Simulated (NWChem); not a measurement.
Species: SF anion

Computed with NWChem. Pople sets run with spherical d functions. Sets without diffuse functions describe the anion's extra electron poorly. The highest occupied level is positive in some or all of these runs, so the extra electron may be held by the finite basis. B3LYP is NWChem's, with the RPA form of VWN correlation. Each level has its own optimisation; frequencies are unscaled.

```json
[
 {"level": "Hartree-Fock/6-31G*", "r F–S (Å)": "1.711", "highest harmonic frequency (cm⁻¹)": "730", "zero-point energy (kcal/mol)": "1.0"},
 {"level": "B3LYP/def2-TZVP", "r F–S (Å)": "1.746", "highest harmonic frequency (cm⁻¹)": "…", "zero-point energy (kcal/mol)": "0.9"},
 {"level": "LDA (Slater exchange, VWN5)/def2-SVP", "r F–S (Å)": "1.737", "highest harmonic frequency (cm⁻¹)": "667", "zero-point energy (kcal/mol)": "1.0"},
 {"level": "B3LYP/3-21G", "r F–S (Å)": "1.823", "highest harmonic frequency (cm⁻¹)": "620", "zero-point energy (kcal/mol)": "0.9"},
 {"level": "B3LYP/def2-SVPD", "r F–S (Å)": "1.761", "highest harmonic frequency (cm⁻¹)": "621", "zero-point energy (kcal/mol)": "0.9"}
]
```

**Question.** Some entries are withheld; supply them.

**Answer.** 
- B3LYP/def2-TZVP, highest harmonic frequency (cm⁻¹): 614
